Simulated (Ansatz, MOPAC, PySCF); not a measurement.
Torsion H3–O1–Ge2–H4 in GeH2O (SMILES [OH][GeH]); at each angle all else is relaxed with GFN2-xTB, and the levels are single points there.
Geometry at 180° (charge 0, multiplicity 1):
```xyz
4

O     -0.8204     0.2793     0.2874
Ge     0.7808     0.6234    -0.3681
H     -1.3957    -0.3737    -0.1074
H      1.0484     1.7551     0.8013
```

| level | energy at 120° less that at 180° (meV) | minus CCSD(T)/CBS(cc-pVTZ, cc-pVQZ) | cost |
|---|---|---|---|
| AM1 | 514.3 | 158.2 | - |
| PM7 | 68.2 | -287.8 | - |
| HF/cc-pVDZ | 334.7 | -21.3 | - |
| HF/cc-pVTZ | 321.0 | -35.1 | - |
| BLYP/def2-TZVPP | 361.9 | 5.8 | ×0.9 |
| r2SCAN-D3(BJ)/def2-TZVPP | 385.2 | 29.1 | ×2 |
| B3LYP/3-21G | 333.5 | -22.6 | - |
| B3LYP-D4/def2-TZVPP | 352.7 | -3.3 | ×1 |
| wB97M-V/def2-TZVPP | 361.3 | 5.3 | ×4 |
| MP2/6-31G* | 460.0 | 104.0 | - |
| CCSD/cc-pVDZ | 403.5 | 47.5 | - |
| CCSD(T)/cc-pVDZ | 416.8 | 60.8 | ×1 |
| CCSD(T)/cc-pVQZ | 364.4 | 8.3 | ×30 |
| CCSD(T)/CBS(cc-pVTZ, cc-pVQZ) | 356.0 | 0.0 | ×30 |

 The comparison column counts from a level with limits of its own.

The rows run from 68.2 (PM7) to 514.3 meV (AM1). From cc-pVDZ to cc-pVQZ CCSD(T) changes by -52.4.

On the grid 0° to 330°, 120° is the highest and 180° the lowest point at CCSD(T)/CBS(cc-pVTZ, cc-pVQZ).

Frozen-core correlation. Filled d and f shells under p-block atoms count as core. CBS(a, b) extrapolates the correlation energy as X⁻³ and adds the Hartree–Fock energy of set b. Rows in 3-21G, 6-31G* carry no dispersion term and start afresh at each structure (6-31G* with six Cartesian d functions); the Pople sets are all-electron and without relativity. MP2/6-31G* freezes PySCF's default core, which leaves 3d correlated. The state reached by AM1, PM7 isn't checked; PM7 holds dispersion and hydrogen-bond terms.

The values were computed with Ansatz (a quantum-chemistry and plane-wave program) with Gaussian orbitals; MOPAC for AM1, PM7 (differences of heats of formation); PySCF for 3-21G rows, 6-31G* rows, the dispersion terms. Each number belongs to the level named beside it.

Costs are rough ratios of core time to PBE/def2-TZVPP (about 1.4 s over the structures, on one shared machine); a dash marks a level with no comparable run of its own.
